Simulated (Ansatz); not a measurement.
Energy profile

The step: BHOF₂ ([OH][B]([F])[F]) + HCl → BClF₂ ([F][B]([F])[Cl]) + H₂O (still joined by a long B–O bond); bonds formed: B1–Cl6, O2–H5; bonds broken: H5–Cl6; bonds weakened to dative contacts: B1–O2 (atoms numbered as in the saddle structure below).

| atom | x (Å) | y (Å) | z (Å) |
| --- | --- | --- | --- |
| B1 | -0.4418 | 0.4693 | -0.0684 |
| O2 | 0.9693 | 0.0876 | -0.3111 |
| F3 | -1.2857 | 0.1535 | -1.0407 |
| F4 | -0.6103 | 1.5726 | 0.6295 |
| H5 | 0.7447 | -0.7626 | 0.5499 |
| Cl6 | -0.4551 | -1.1951 | 1.4181 |
| H7 | 1.0790 | -0.3253 | -1.1773 |

Electronic energies by CCSD(T) at an estimated basis limit (MP2 extrapolated from triple and quadruple zeta, plus CCSD(T) − MP2 in triple zeta), on PBE0-D4/def2-TZVP structures; BH2ClOF2, closed shell; no counterpoise correction. Computed with Ansatz 0.2.0 (basis: def2-TZVPP and def2-QZVPP); correlated methods freeze the cores. Extrapolation: Hartree–Fock as exp(−7.88 √X), correlation as X^−2.97.

(1) Give the profile in kcal/mol, counted from the separated reactants. (To be estimated.)

The T1 diagnostic stays at or below 0.012.

## Answers

(1) By the calculation:
```tsv
point	kcal/mol
separated: BHOF2 (linked as [OH][B]([F])[F]; B1, O2, F3, F4, H7; singlet) + HCl (H5, Cl6; singlet)	0.00
start structure	-3.23
saddle	22.70
end structure	4.08
separated: BClF2 (linked as [F][B]([F])[Cl]; B1, F3, F4, Cl6; singlet) + H2O (O2, H5, H7; singlet)	12.63
```

Hydrogen chloride, the by-product of chloride precursors, can attack films and sites by steps of this kind.

For scale, one of the runs: CCSD(T)/def2-TZVPP, 194 basis functions, launched by `ansatz run in.yaml --threads 4 --pin off --events-out ev --progress --plain --max-ram 9574MiB`. The run took 69 s on 4 CPU threads of an Intel Xeon (shared host), with 2.4 GiB of host memory at its peak.
